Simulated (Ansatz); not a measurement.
Ansatz (a program for electronic structure) job for Br2Hg, SMILES [Hg]([Br])[Br] (connectivity only; charge and spin as stated), charge -1, multiplicity 2, PBE/def2-SVPD. Geometry optimised at B3LYP-D3(BJ)/def2-SVPD. The spin state was assumed, not searched. The isomer is the one that the SMILES or the coordinates give; other isomers of the formula were not compared. The def2 effective core potentials stand for the cores of Hg; spin–orbit coupling is left out.

Ansatz 0.2 input:
```yaml
crystal:
  periodic: [false, false, false]
  atoms:
    - {symbol: Hg, position_ang: [0.00000000, 0.00000000, 0.00000000]}
    - {symbol: Br, position_ang: [0.00000000, 0.00000000, -2.85980030]}
    - {symbol: Br, position_ang: [0.00000000, 0.00000000, 2.85980030]}
basis:
  gaussian:
    orbitals: def2-SVPD
hamiltonian:
  xc: {name: PBE}
total_charge: -1
magnetization: {spin_polarized: true, initial_magnetization: 1}
```

It prints:

```
WARN ansatz: RAYON_NUM_THREADS=1 ignored (pool sized by the plan → 1); use --threads N
Functional definition: PBE
integrals: 0.06 GiB planned
1201 factors; their error is unknown
mean field: 0.43 GiB planned
mean field evaluation 1: about -144235.6954 eV, gradient 1.8e1 eV
mean field evaluation 2: about -144234.8381 eV, gradient 2.1e1 eV
mean field evaluation 4: about -144236.7125 eV, gradient 7.9e-1 eV
mean field evaluation 8: about -144236.6599 eV, gradient 1.2e-2 eV
mean field evaluation 16: about -144234.2805 eV, gradient 6.1e0 eV
mean field -144236.65993782 eV, -5300.5994855954 hartree, gradient 3.7e-6 eV, S^2 0.750790; 0 other end points of the search recorded, 0 dependent functions left out
reference -144236.65997761 eV, -5300.5994870575 hartree; 46, 45 occupied and 71, 72 virtual orbitals, 1201 factors
Total energy: -144236.65997761 eV, -5300.5994870575 hartree
```

The calculation finished and met its thresholds.
